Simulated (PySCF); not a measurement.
Input of a run (PBE0-D3(BJ)/def2-SVP geometry optimisation, gas phase (PySCF 2.14.0)), started from GFN2-xTB:
```
{"job": {"xc": "PBE0", "basis": "def2-SVP", "d3": "d3bj", "grid": 2, "kind": "geom"}, "charge": 0, "multiplicity": 1}
C      0.057241     3.592358    -0.156671
N      0.300048     2.447285    -0.131362
B      0.646844     1.066110    -0.096900
C      2.074299     0.568759    -0.028376
C      2.294869    -0.775428     0.013127
C      1.211274    -1.679917    -0.021161
C     -0.073196    -1.239712    -0.081162
N     -0.396098     0.079531    -0.110819
C     -1.745659     0.457996    -0.131850
C     -2.769330    -0.247945     0.325014
H      2.927354     1.233158    -0.010491
H      3.296611    -1.182115     0.063253
H      1.400653    -2.741797    -0.011166
H     -0.892163    -1.941938    -0.136464
H     -1.903698     1.446745    -0.540112
H     -2.668745    -1.215270     0.785982
H     -3.767301     0.144210     0.259249
```

Output (energies in Eh, forces in Eh/bohr):
```
step   0  E = -404.55580954  max force = 0.015088
step   1  E = -404.55812895  max force = 0.001884
step   2  E = -404.55814667  max force = 0.000463
step   3  E = -404.55813750  max force = 0.001687
step   4  E = -404.55815375  max force = 0.000680
step   5  E = -404.55815577  max force = 0.000739
step   6  E = -404.55816113  max force = 0.000357
optimisation converged
```

Question: Summarise the run.

Answer: The energy falls by 6.2 kJ/mol over 7 energy and gradient evaluations, the largest force component goes from 0.0151 to 3.6e-04 Eh/bohr, and the atoms move by 0.042 Å rms after alignment. The bond that changes most is N2–B3 (isocyanide nitrogen to ring boron), which lengthens by 0.029 Å. Bonds longer at the end by more than 0.005 Å: 16 of 17; shorter: 1. The energy rose by more than 1e-6 Eh at step 3. The first step brought 99 % of the lowering.

Question: What are the final bond lengths?

Answer: C1≡N2 1.177 Å, N2–B3 1.453 Å, B3–C4 1.508 Å, C4=C5 1.372 Å, C5–C6 1.421 Å, C6=C7 1.365 Å, C7–N8 1.369 Å, N8–C9 1.415 Å, C9=C10 1.334 Å, B3–N8 1.449 Å, C4–H11 1.093 Å, C5–H12 1.095 Å, C6–H13 1.091 Å, C7–H14 1.091 Å, C9–H15 1.091 Å, C10–H16 1.092 Å, C10–H17 1.091 Å. Numbering counts from 1 in the input's order; the species is `[C-]#[N+]B1C=CC=CN1C=C`.

The run used 175 basis functions and 51 SCF cycles in all. The run took 83 s wall on Arm Neoverse V2, one thread (shared host), and the process peaked at 0.80 GiB of memory.

No frequency check. The numbers are those of one conformer.

Conformer computed: `[C-:1]#[N+:2][B:3]1[CH:4]=[CH:5][CH:6]=[CH:7][N:8]1[CH:9]=[CH2:10]`: C7–N8–C9–C10 21°.
